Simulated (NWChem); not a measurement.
System: C5H3N; SMILES C#C/C=C/C#N

Here is an NWChem input.

```
start job
memory heap 200 mb stack 900 mb global 1100 mb
geometry units angstroms noautoz
  C     -0.118029    -3.036599     0.000000
  C      0.126246    -1.834131     0.000000
  C      0.453823    -0.457840     0.000000
  C     -0.471129     0.547828     0.000000
  C     -0.112519     1.924606     0.000000
  N      0.158980     3.068746     0.000000
  H     -0.342847    -4.094560     0.000000
  H      1.527129    -0.196549     0.000000
  H     -1.548555     0.313423     0.000000
end
basis spherical
  * library def2-svp
end
dft
  xc optx lyp
  iterations 150
  mulliken
end
task dft energy
```

Structure relaxed at the PBE-D3(BJ)/def2-SVP level.

### Question
What results follow from this input? (OLYP/def2-SVP.) Quantities: energy (Ha); highest occupied level (eV); orbital gap (eV); dipole (D).

### Answer
The energy (Ha) is -246.73 and the highest occupied level (eV) comes out as -6.44. The orbital gap (eV) is 3.35 and the dipole (D) comes out as 3.92.
